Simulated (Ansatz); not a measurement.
Geometry optimisation, RKS PBE/def2-SVP in Ansatz 0.2.0.

Input:

```yaml
crystal:
  periodic: [false, false, false]
  atoms:
    - { symbol: Al, position_ang: [0.096008, 0.646193, -0.254376] }
    - { symbol: O, position_ang: [-0.245267, -0.254026, 2.546656] }
    - { symbol: H, position_ang: [-1.195309, -0.486742, 2.532898] }
    - { symbol: O, position_ang: [1.638447, 0.056555, -0.697203] }
    - { symbol: H, position_ang: [1.763626, -0.808778, -1.120391] }
    - { symbol: Cl, position_ang: [-1.726161, -0.214535, -0.900814] }
    - { symbol: S, position_ang: [-0.01798, 2.628746, 0.79426] }
    - { symbol: H, position_ang: [1.341679, 2.611262, 0.934217] }
    - { symbol: H, position_ang: [-0.271242, 0.741527, 2.565752] }
basis:
  gaussian: { orbitals: def2-SVP }
hamiltonian:
  xc: pbe
relax:
  f_tol: 0.03
  max_steps: 50
output:
  orbitals: {}
```

Run as:

```bash
$ ansatz run input.yaml --threads 2 --pin off --max-ram 3072MiB --backend cpu --events-out ev --progress --plain --runs-dir out
```

Question: Where does it end, and by what steps?

Answer: The forces met the threshold. After 9 steps the energy has fallen by 0.675 eV; O2 moved furthest, 0.53 Å. Joined: Al1–O2 (2.96 → 2.01 Å).

```csv
step,energy less start (eV),largest force component (eV/Å),accepted
0,0.0000,0.760,yes
1,-0.1756,0.909,yes
2,-0.4348,1.171,yes
3,-0.5759,1.143,yes
4,-0.6522,0.385,yes
5,-0.6658,0.198,yes
6,-0.6713,0.080,yes
7,-0.6731,0.048,yes
8,-0.6741,0.042,yes
9,-0.6746,0.024,yes
```

```xyz
9
Properties=species:S:1:pos:R:3
Al 0.056 0.537 0.165
O -0.202 -0.164 2.029
H -1.106 -0.545 2.080
O 1.580 -0.013 -0.411
H 1.673 -0.763 -1.017
Cl -1.784 -0.259 -0.609
S 0.023 2.669 0.854
H 1.384 2.742 0.825
H -0.240 0.716 2.485
```

Whether the end is a true minimum wasn't checked by a vibrational analysis.

Time of the run: 24 s on 2 threads of Arm Neoverse V1, with other jobs on the host, peak memory 0.15 GiB.
